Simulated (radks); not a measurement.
Task: The mean radii <r> (bohr) of the occupied orbitals of an atom or ion are listed with their occupations. All-electron calculation, scalar-relativistic Kohn-Sham, r2SCAN, spin-polarised, spherical densities, finite nucleus; meta-GGA in the generalised Kohn-Sham scheme; Fermi nuclear charge, rms radius of each element as measured or else 0.836 A^(1/3) + 0.57 fm. Program: a radial shooting solver on a logarithmic mesh with Libxc functionals.

orbital  occ.      <r>
1s up       1  0.02457
1s down     1  0.02457
2s up       1   0.1050
2s down     1   0.1050
2p up       3  0.09218
2p down     3  0.09218
3s up       1   0.2744
3s down     1   0.2744
3p up       3   0.2716
3p down     3   0.2715
3d up       5   0.2473
3d down     5   0.2472
4s up       1   0.5691
4s down     1   0.5689
4p up       1   0.5826

Name the element and its charge. Open shells, if any, are filled with parallel spins first.

Result: Z = 58, cerium, charge +27: Ce27+ in [Ar] 3d10 4s2 4p1. The 1s radius gives Z: for a bare nucleus <r> = (2 gamma + 1)/(2Z) with gamma = sqrt(1 - (Z/c)^2), 0.02424 bohr for Z = 58, and screening makes it slightly larger (0.02457 here). The occupations add up to 31, and the charge is Z minus that.
